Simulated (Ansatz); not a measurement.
# Energy profile

The step: ZnH₂O ([OH][ZnH]) + H₂S → ZnH₂SO ([OH][Zn][SH]) + H₂; bonds formed: Zn1–S5, H2–H4; bonds broken: Zn1–H2, H4–S5 (atoms numbered as in the saddle structure below).

Zn1  (0.176, -0.450, 0.391)
H2  (0.269, 0.822, 1.526)
O3  (0.738, -2.123, 0.117)
H4  (-0.359, 1.242, 0.732)
S5  (-1.165, 1.262, -0.733)
H6  (0.404, -2.502, -0.699)
H7  (-0.064, 1.749, -1.333)
(Å)

Electronic energies by CCSD(T) at an estimated basis limit (MP2 extrapolated from triple and quadruple zeta, plus CCSD(T) − MP2 in triple zeta), on PBE0-D4/def2-TZVP structures; ZnH4SO, singlet; no counterpoise correction. Computed with Ansatz 0.2.0 (basis: def2-TZVPP and def2-QZVPP); correlated methods freeze the cores. The 3s and 3p shells of Cu and Zn are frozen; filled d shells are correlated. Extrapolation: Hartree–Fock as exp(−7.88 √X), correlation as X^−2.97.

Question: Give the profile in kJ/mol, counted from the separated reactants. (To be estimated.)

Answer: By the calculation:
```json
{"point": "separated: ZnH2O (linked as [OH][ZnH]; Zn1, H2, O3, H6; singlet) + H2S (H4, S5, H7; singlet)", "kJ/mol": "0.0"}
{"point": "start structure", "kJ/mol": "-17.8"}
{"point": "saddle", "kJ/mol": "80.9"}
{"point": "end structure", "kJ/mol": "-78.5"}
{"point": "separated: ZnH2SO (linked as [OH][Zn][SH]; Zn1, O3, S5, H6, H7; singlet) + H2 (H2, H4; singlet)", "kJ/mol": "-72.8"}
```

T1 diagnostic: at most 0.018.

Exchanges of this kind with a chalcogen hydride build sulfide and selenide films.

For scale, one of the runs: CCSD(T)/def2-TZVPP, 193 basis functions, launched by `ansatz run in.yaml --threads 4 --pin off --events-out ev --progress --plain --max-ram 9574MiB`. Hardware: 4 CPU threads of an Arm Neoverse V1, shared host. Wall time 48 s; peak host memory 2.1 GiB.
